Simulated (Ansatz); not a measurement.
| atom | x (Å) | y (Å) | z (Å) |
| --- | --- | --- | --- |
| B | 0.0000 | 0.0000 | 0.9513 |
| B | 0.0000 | 0.0000 | -0.9513 |
| H | 1.0728 | 0.0000 | 0.0000 |
| H | -1.0728 | 0.0000 | 0.0000 |
| H | 0.0000 | 1.1357 | 1.5840 |
| H | 0.0000 | -1.1357 | 1.5840 |
| H | 0.0000 | 1.1357 | -1.5840 |
| H | 0.0000 | -1.1357 | -1.5840 |

Basis set: cc-pVDZ (spherical functions). Left uncorrelated: 2 orbitals. Charge 0, multiplicity 1.

Computed with Ansatz (development build ahead of 0.2.0); each method stands on the lowest determinant of its kind that the runs found. Restricted open shells among the atoms or ions are ROHF, correlated in semicanonical orbitals with singles.

Problem. Give the atomization energy at this shape (free ground-state atoms in the same class of orbitals less the molecule, no zero-point energy) of singlet B₂H₆ by RHF-MP2, RHF.

Solution.

| method | atomization energy |
| --- | --- |
| RHF-MP2 | 23.90 eV |
| RHF | 20.12 eV |

Caution: the shape is not the minimum.
